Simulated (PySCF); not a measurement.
Al(Cl)(H)(NCO) (CHAlClNO), SMILES O=C=[N][AlH][Cl].

Geometry optimised at PBE0-D3(BJ)/def2-SVP. Other conformers were not sampled.

Computed with C-PCM-B3LYP/def2-SVP in PySCF 2.14.0.

The values are the electrostatic part of the solvation free energy, E(continuum) − E(gas) at the gas-phase geometry, in a cavity of scaled van der Waals radii (PySCF's table); cavitation and dispersion terms are not included. A continuum can't describe solvent molecules that bind to the metal. In vacuum the orbital gap is 6.80 eV. The dipole moment in vacuum is 1.48 D.

Computed values in water (ε = 78.36), ethanol (ε = 24.85), tetrahydrofuran (ε = 7.43):
| solvent | ε | ΔG(elec) (kcal/mol) | dipole (D) | gap (eV) |
|---|---|---|---|---|
| water | 78.36 | -5.7 | 1.99 | 7.24 |
| ethanol | 24.85 | -5.6 | 1.97 | 7.23 |
| tetrahydrofuran | 7.43 | -4.9 | 1.91 | 7.18 |
